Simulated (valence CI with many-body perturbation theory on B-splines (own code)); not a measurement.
Dy33+: key properties

Level of theory: relativistic CI+MBPT: five valence electrons over a frozen Dirac-Fock core [Ar] 3d10, a basis of 11 s, 11 p, 10 d, 8 f, 5 g, 2 h functions for each j, with the one-electron correlation potential Σ1 (screened to all orders), the two-electron term Σ2, the three-electron term Σ3, Breit, model QED; selected single and double excitations, second order for the rest, scaled by the run's own slope (own B-spline code, finite nucleus).

No measured spectrum was set against this ion. As an estimate, large intervals hold to a few tenths of a per cent, small ones and those within an open d or f shell to about a per cent. Among the levels kept, up to 2100 cm⁻¹ of a level comes from second order outside the variational space, and about a tenth of that is noise between levels of different J, which matters for small intervals.

Levels are named by their leading jj configuration (3d3/2^4 stands for four electrons in 3d with j = 3/2), which in mixed levels can hold well under half, so a name can repeat and another be missing.

Rates and lifetimes use the calculated energies. Strong lines usually hold to 10 to 20 %, long lifetimes can be off by a factor of two.

(1) What is the ground level?

(2) Name the longest-lived excited levels whose lifetime is computed, and their main decay.

(3) Where does the other parity begin?

(4) What is the ionisation energy?

(5) How well does LS coupling describe the low levels?

Answers

(1) (4s^2 4p1/2^2 4p3/2) J=3/2, composition 45 % 4s2 4p3 2P° + 29 % 4s2 4p3 4S° + 25 % 4s2 4p3 2D°, g = 1.390.

(2) (4s^2 4p1/2 4p3/2^2) J=5/2 at 50.68 eV lives 4.83 μs, mostly by M1 to (4s^2 4p1/2^2 4p3/2) J=3/2; (4s^2 4p1/2 4p3/2^2) J=1/2 at 56.43 eV lives 1.28 μs, mostly by M1 to (4s^2 4p1/2^2 4p3/2) J=3/2; (4s^2 4p1/2 4p3/2^2) J=3/2 at 46.10 eV lives 967 ns, mostly by M1 to (4s^2 4p1/2^2 4p3/2) J=3/2. The lifetime of (4s^2 4p1/2 4p3/2 4d5/2) J=9/2 is too uncertain to give, and may be longer.

(3) At (4s 4p1/2^2 4p3/2^2) J=5/2, 122.24 eV.

(4) 1372.7 eV; NIST lists 1371 ± 5 eV (theoretical).

(5) Among the lowest 20 levels the leading LS term, summed over configurations, holds 54 % on average. For single configurations the figures are 49 % in LS and 81 % in jj coupling. Terms mix most in the J = 5/2 level at 143.40 eV, where the leading one holds 25 %.
